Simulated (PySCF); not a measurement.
**C₆ coefficients of unlike pairs at PBE0**

Calculated with PySCF 2.14 from the dipole response of each species, C₆(A,B) = (3/π) ∫ α_A(iu) α_B(iu) du, in atomic units, from isotropic polarisabilities. For ions this is the dispersion term alone; charge-induced terms of lower order in 1/R come first.

```
species           configuration                                                                               basis      relativity  α (bohr³)  C₆ (like pair)
     Pt  [Xe] 4f14 5d9 6s1 (3D)                def2-TZVPPD with the def2 core potential (60 electrons) (6s5p3d2f1g)  core potential      36.64           302.6
    S³⁺       [Ne] 3s2 3p1 (2P)           x2c-TZVPPall with one added diffuse shell each of s, p, d type (6s6p4d1f)   spin-free X2C      5.346           14.23
     Cd      [Kr] 4d10 5s2 (1S)  x2c-QZVPPall with one added diffuse shell each of s, p, d, f, g type (14s9p8d5f3g)   spin-free X2C      50.60           461.0
   Cu²⁺           [Ar] 3d9 (2D)                                                         aug-cc-pVTZ-DK (8s7p5d3f2g)   spin-free X2C      2.879           7.853
```

Question: Estimate C₆ for Cd with S³⁺.

Answer: The integral gives 74.84. The combination rule 2 C_A C_B / (C_A α_B/α_A + C_B α_A/α_B) gives 71.53 and the geometric mean 80.99.

No spin-orbit coupling is included.

The other pairs:

```json
{"pair": "Cd, Pt", "C₆": "370.0"}
{"pair": "Cu²⁺, S³⁺", "C₆": "9.857"}
{"pair": "Cu²⁺, Pt", "C₆": "42.39"}
{"pair": "Cu²⁺, Cd", "C₆": "48.02"}
{"pair": "S³⁺, Pt", "C₆": "63.17"}
```
